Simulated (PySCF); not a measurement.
**Tl₂O: adding exact exchange**

Base calculation in PySCF with density fitting and no spin–orbit coupling, PBE/def2-TZVP (scalar-relativistic core potentials): singlet, D∞h, O–Tl 2.124 Å (×2); wavenumbers 43 (×2), 136, 641 cm⁻¹; gap between the highest occupied and lowest empty levels 3.27 eV, polar-tensor charge of O -1.32 e, atomisation energy (no zero-point energy) 735 kJ/mol.

What changes on going to PBE0/def2-TZVP (scalar-relativistic core potentials)?

The point group stays the same. Changes: mean bond to O -0.032 Å, highest wavenumber +41 cm⁻¹, lowest wavenumber +6 cm⁻¹, gap between the highest occupied and lowest empty levels +1.58 eV, polar-tensor charge of O -0.13 e, atomisation energy (no zero-point energy) -70 kJ/mol. The new structure has O–Tl 2.092 Å (×2), with wavenumbers 49 (×2), 145, 682 cm⁻¹. Exact exchange shortens and stiffens the bonds and opens the gap, the usual pattern.

Spin–orbit coupling is large for Tl₂O and is left out. The structures come from searches over a few start shapes, so lower isomers are not excluded.
